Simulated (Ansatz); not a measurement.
Be, singlet: CASSCF and its corrections

Program: Ansatz, Gaussian basis, development build. Basis cc-pVTZ, nonrelativistic, no frozen core. State-specific CASSCF; RHF is the lowest restricted (open-shell) Hartree–Fock solution met. No symmetry is imposed, so a solution can break that of the shape. No proof that the lowest CASSCF solution was found.

System: a free atom or ion.

Task: What do CASSCF and its corrections give against RHF in CAS(2,4), and what are the occupations?

Result: CASSCF -1.185 eV, SC-NEVPT2 -1.352 eV; occupations 1.80, 0.07, 0.07, 0.07.
